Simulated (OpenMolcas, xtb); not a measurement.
AlClOF (SMILES [O][Al]([F])[Cl]): the vertical energy of the quartet above the doublet, rung by rung

AlClOF has 4 atoms, charge 0, and is taken as a doublet. SMILES: `[O][Al]([F])[Cl]`. The shape is that of a PBE0-D4/def2-TZVP optimisation.

Quantity: the vertical energy of the quartet above the doublet, in eV. The values are calculated.

```csv
level,kind,program,value (eV)
GFN0-xTB,semi-empirical,xtb,5.33
UHF/6-311+G**,Hartree–Fock,OpenMolcas,6.02
USVWN5/6-311+G**,LDA,OpenMolcas,5.82
U-revPBE/6-311+G**,GGA,OpenMolcas,5.80
UM06-L/6-311+G**,meta-GGA,OpenMolcas,6.35
UBHLYP/6-311+G**,global hybrid,OpenMolcas,6.69
UM06-2X/6-311+G**,hybrid meta-GGA,OpenMolcas,6.71
UPBE0/6-311+G**,global hybrid,OpenMolcas,6.32
```

The values span 5.33 to 6.71 eV. GFN0-xTB: no spin polarisation, so open shells miss the exchange term that lowers them. The upper state's dipole differs much between rows, so they may not all be the same state.
